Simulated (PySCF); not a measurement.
**Copper: a sound run and one with changed settings**

Sound run: Cu⁺ [Ar] 3d10, Cu²⁺ [Ar] 3d9. All numbers are calculated (PySCF 2.14, the spin-free X2C one-electron Hamiltonian (Gaussian nucleus), in x2c-TZVPall (6s5p4d1f, 48 functions)). The sound run starts from symmetry-adapted Hartree-Fock orbitals and uses a fine grid where one is needed.

A second run was set up differently.

| species | method | sound run (hartree) | changed run (hartree) | converged |
| --- | --- | --- | --- | --- |
| Cu⁺ | UHF | -1652.89021 | -1652.89021 | yes |
| Cu⁺ | M06-2X | -1654.46808 | -1650.82972 | yes |
| Cu⁺ | BP86 | -1654.72983 | -1646.32428 | yes |
| Cu²⁺ | UHF | -1652.25710 | -1652.25710 | yes |
| Cu²⁺ | M06-2X | -1653.73908 | -1650.01371 | yes |
| Cu²⁺ | BP86 | -1653.95483 | -1645.29751 | yes |

Ionisation energy of Cu⁺:

```tsv
method	sound run (eV)	changed run (eV)
UHF	17.228	17.228
M06-2X	19.837	22.205
BP86	21.089	27.940
```

Problem. What was changed?
A. basis contracted for another Hamiltonian
B. all electrons correlated in a valence basis
C. radial grid too coarse
D. a valence shell is frozen

Solution. C. It used radial step 1.2 in ln r (0.13 in the sound run). A coarse radial grid mis-integrates the density and the exchange-correlation energy, with errors of either sign; Hartree-Fock needs no grid.
